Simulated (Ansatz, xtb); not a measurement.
# Two isomers of C4H6BNO

Structure X is `Bc1c[nH]cc1O`, a singlet and structure Y is `Bn1ccc(O)c1`, a singlet. Both are isolated molecules in the gas phase, relaxed with PBE0-D3(BJ)/def2-SVP; the shapes shown needn't be the lowest conformers.

X (Å):

```yaml
atoms:
  - { symbol: C, position_ang: [-0.3025, 0.7723, 0.7830] }
  - { symbol: C, position_ang: [-0.6761, 0.2710, -0.4744] }
  - { symbol: C, position_ang: [0.4095, 2.2014, -0.8601] }
  - { symbol: C, position_ang: [0.3899, 2.0078, 0.5002] }
  - { symbol: B, position_ang: [-0.5606, 0.1656, 2.1359] }
  - { symbol: N, position_ang: [-0.2517, 1.1192, -1.4214] }
  - { symbol: O, position_ang: [0.9263, 2.8327, 1.4101] }
  - { symbol: H, position_ang: [-1.1546, -0.8806, 2.2622] }
  - { symbol: H, position_ang: [-0.1692, 0.7271, 3.1439] }
  - { symbol: H, position_ang: [-1.2177, -0.6407, -0.7196] }
  - { symbol: H, position_ang: [-0.3903, 0.9950, -2.4151] }
  - { symbol: H, position_ang: [0.8288, 3.0004, -1.4639] }
  - { symbol: H, position_ang: [0.7625, 2.4462, 2.2801] }
```

Y (Å):

```tsv
atom	x (Å)	y (Å)	z (Å)
C	0.4803	0.6166	-0.6248
C	-0.2233	1.6802	-1.1017
C	-0.8648	2.2945	0.0303
C	-0.5245	1.5795	1.1465
B	0.8952	-0.4491	1.5915
N	0.3131	0.5311	0.7534
O	-1.6455	3.3821	-0.0907
H	1.5973	-1.2875	1.0843
H	0.6668	-0.4073	2.7744
H	1.1022	-0.1105	-1.1417
H	-0.2986	2.0164	-2.1333
H	-1.9764	3.6347	0.7774
H	-0.7958	1.7110	2.1911
```

Quicker runs give these differences E(Y) − E(X): GFN2-xTB −0.915 eV; HF/STO-3G −1.058 eV (at GFN2-xTB geometries); r2SCAN-D4/def2-SVP −0.534 eV (at GFN2-xTB geometries).

Problem. Estimate E(Y) − E(X) at the level CCSD(T)/def2-SVP + ΔMP2/def2-TZVPP.

Solution. Calculated at CCSD(T)/def2-SVP + ΔMP2/def2-TZVPP: E(Y) − E(X) = −0.681 eV, so structure Y lies lower.

The same difference at several levels:

```csv
level,geometry,E(Y) − E(X) (eV),departure from the last row (eV),"job, with rough time for the two"
GFN2-xTB,GFN2-xTB,−0.915,−0.235,"optimisation, 0.22 s"
HF/STO-3G,GFN2-xTB,−1.058,−0.378,"single point, 0.68 s"
r2SCAN-D4/def2-SVP,GFN2-xTB,−0.534,+0.147,"single point, 4.9 s"
PBE0-D3(BJ)/def2-SVP,PBE0-D3(BJ)/def2-SVP,−0.538,+0.142,"optimisation, 57 s"
HF/def2-SVP,PBE0-D3(BJ)/def2-SVP,−0.708,−0.027,part of the CCSD(T) run
MP2/def2-SVP,PBE0-D3(BJ)/def2-SVP,−0.640,+0.041,part of the CCSD(T) run
CCSD(T)/def2-SVP,PBE0-D3(BJ)/def2-SVP,−0.679,+0.002,single point
CCSD(T)/def2-SVP + ΔMP2/def2-TZVPP,PBE0-D3(BJ)/def2-SVP,−0.681,,"single point, 77 s"
```

As drawn, Y has 1 B–N, 1 C–H in place of 1 C–B, 1 N–H.

The levels shown agree on the order. The largest departure from CCSD(T)/def2-SVP + ΔMP2/def2-TZVPP is that of HF/STO-3G, 0.378 eV. The last row adds to CCSD(T) the change of the MP2 difference between the two basis sets, here −0.002 eV.

With thermal terms from frequencies at re-optimised GFN2-xTB minima (ideal gas, soft modes damped towards free rotors, one conformer each, 298.15 K, 1 atm): the zero-point term adds +0.016 eV; ΔH is −0.670 and ΔG −0.660 eV.

The correlated steps freeze 7 core orbitals. Programs: Ansatz 0.2.0, xtb 6.7.1; the last row on 2 threads of Intel(R) Xeon(R) Platinum 8259CL CPU @ 2.50GHz (Skylake/Cascade Lake) on a shared host.
